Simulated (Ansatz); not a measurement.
`OC([SiH3])([SiH3])S` → `O[SiH2]SC[SiH3]`  (isomerisation)

Program: Ansatz. Geometries: PBE0-D4/def2-TZVP. ΔE: electronic, gas phase. CCSD(T)/CBS is the MP2 limit (def2-TZVPP, def2-QZVPP) plus CCSD(T) − MP2 in def2-TZVPP, frozen cores. DFT in def2-TZVPP. One conformer a species, not always the lowest.

| level | ΔE (kcal/mol) |
| --- | --- |
| r2SCAN-D4 | -58.5 |
| PBE0 | -58.0 |
| HF/def2-TZVPP | -63.7 |
| MP2/def2-TZVPP | -60.5 |
| SCS-MP2/def2-TZVPP | -60.0 |
| CCSD/def2-TZVPP | -59.2 |
| MP2/def2-QZVPP | -61.3 |
| MP2/CBS(def2) | -61.7 |

(1) What does CCSD(T)/CBS give? (Best estimate.)

Largest T1 diagnostic among the species: 0.013.

## Answers

(1) Computed: -59.4 kcal/mol. The listed levels differ from it by 0.9, 1.4, -4.3, -1.1, -0.6, 0.2, -1.9, -2.3 kcal/mol.

The D4 term adds +1.1 kcal/mol with B3LYP and +0.6 kcal/mol with PBE0; it sums over pairs of atoms, weighted by their polarisabilities, and B3LYP, whose exchange is more repulsive, gets the larger term. From PBE to PBE0 (25 % exact exchange), in def2-TZVPP and without D4, ΔE moves by −2.6 kcal/mol. In def2-TZVPP, CCSD(T) changes the Hartree–Fock value by +5.5 kcal/mol (the triples alone add +1.0 kcal/mol) and MP2 by +3.2 kcal/mol.

B3LYP here is the variant with VWN-RPA as its local correlation; programs differ in this.
